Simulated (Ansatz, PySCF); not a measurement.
Pair of molecules: HF (SMILES F) (first 2 atoms) with N2 (SMILES N#N); geometry from B3LYP-D3(BJ)/def2-TZVP.
(charge 0, multiplicity 1):
```xyz
4

F     -0.3906    -0.2074    -0.6506
H     -0.2831    -0.1725     0.2706
N      0.0794    -0.0573     3.3688
N     -0.0473    -0.0972     2.2872
```

Basis-set superposition error: the interaction energy with monomers in their own basis, and in the dimer's basis (counterpoise).

The values were computed with Ansatz (a program for electronic structure); PySCF for 6-31G* rows. Each number belongs to the level named beside it.

```
level                  uncorrected (kcal/mol)  counterpoise (kcal/mol)  difference
---------------------  ----------------------  -----------------------  ----------
HF/6-31G*                               -1.17                    -0.68        0.50
r2SCAN/def2-TZVPPD                      -2.29                    -2.22        0.06
PBE0/def2-TZVPPD                        -2.36                    -2.30        0.06
CAM-B3LYP/def2-TZVPPD                   -2.56                    -2.48        0.08
B2PLYP/def2-TZVPPD                      -2.37                    -2.22        0.16
MP2/6-31G*                              -2.74                    -1.60        1.14
MP2/aug-cc-pVDZ                         -2.73                    -1.98        0.75
MP2/aug-cc-pVTZ                         -2.82                    -2.31        0.52
SCS-MP2/aug-cc-pVTZ                     -2.56                    -1.99        0.57
CCSD/aug-cc-pVTZ                        -2.50                    -2.00        0.50
```

The error is largest for MP2/6-31G* (1.14 kcal/mol) and smallest for PBE0/def2-TZVPPD (0.06 kcal/mol).
